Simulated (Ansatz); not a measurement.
Compare A (`CC1([SiH3])C[SiH2]1`) with its isomer B (`[SiH3]C[SiH]1CC1`).

Computed with Ansatz on PBE0-D4/def2-TZVP structures; ΔE is electronic, products minus reactants. CCSD(T)/CBS adds triple-zeta CCSD(T) − MP2 to the extrapolated MP2 energy (def2 sets, frozen cores). DFT in def2-TZVPP. B3LYP here is the variant with VWN-RPA as its local correlation; programs differ in this. One conformer a species, not always the lowest.

(1) Which isomer does CCSD(T)/CBS put lower? Give the gap. (Estimate.)

(2) Give E(B) − E(A) in kcal/mol with PBE-D4, B3LYP, B2PLYP, r2SCAN-D4, B3LYP-D4, ωB97M-V, MP2/def2-TZVPP. (Estimate.)

Largest T1 diagnostic: 0.011.

## Answers

(1) Ansatz gave: B, by 8.2 kcal/mol.

(2) The calculation gave: PBE-D4 -8.5, B3LYP -10.0, B2PLYP -9.1, r2SCAN-D4 -9.5, B3LYP-D4 -8.5, ωB97M-V -9.2, MP2/def2-TZVPP -7.7. None reverses the order clearly.

In def2-TZVPP, CCSD(T) changes the Hartree–Fock value by +2.1 kcal/mol (the triples alone add +0.5 kcal/mol) and MP2 by +2.6 kcal/mol. The D4 term adds +1.5 kcal/mol with B3LYP and +0.8 kcal/mol with PBE0; it sums over pairs of atoms, weighted by their polarisabilities, and B3LYP, whose exchange is more repulsive, gets the larger term.
